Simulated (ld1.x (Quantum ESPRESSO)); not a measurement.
An all-electron radial function and its pseudo partner (Zr)

Columns: radius, all-electron u(r) and pseudo u(r) of the 5p shell (level -6.44 eV) of zirconium in the configuration [Ar] 3d10 4s2 4p6 4d2 5s1 5p0; LDA (PZ), scalar-relativistic, ultrasoft scheme, ld1.x (Quantum ESPRESSO) 7.5.

| r (bohr) | all-electron | pseudo |
| --- | --- | --- |
| 0.155 | 0.0232 | 0.0459 |
| 0.310 | -0.1491 | 0.1726 |
| 0.465 | -0.0832 | 0.3498 |
| 0.620 | 0.0673 | 0.5356 |
| 0.775 | 0.1892 | 0.6869 |
| 0.930 | 0.2503 | 0.7701 |
| 1.085 | 0.2542 | 0.7679 |
| 1.240 | 0.2157 | 0.6825 |
| 1.395 | 0.1503 | 0.5330 |
| 1.550 | 0.0704 | 0.3485 |
| 1.705 | -0.0148 | 0.1600 |
| 1.860 | -0.0994 | -0.0081 |
| 2.015 | -0.1794 | -0.1428 |
| 2.170 | -0.2526 | -0.2430 |
| 2.325 | -0.3177 | -0.3167 |
| 2.480 | -0.3742 | -0.3742 |
| 2.635 | -0.4221 | -0.4221 |
| 2.790 | -0.4616 | -0.4616 |
| 2.945 | -0.4932 | -0.4932 |
| 3.100 | -0.5174 | -0.5174 |
| 3.255 | -0.5349 | -0.5349 |
| 3.410 | -0.5462 | -0.5462 |
| 3.565 | -0.5521 | -0.5521 |
| 3.720 | -0.5531 | -0.5531 |
| 3.875 | -0.5499 | -0.5499 |
| 4.030 | -0.5430 | -0.5430 |

How many radial nodes do the two functions have?

The all-electron 5p function has n − l − 1 = 3; the pseudo-wave has 1, since 1 lower shell of the same l stays in the valence.

At about which radius was the pseudo-wave matched?

2.55 bohr, where the columns begin to agree (steps of 0.15 bohr).

Is the pseudo-wave norm-conserving?

No, it belongs to an ultrasoft set: the norm inside the radius is not constrained, and the difference is carried by the augmentation charge.
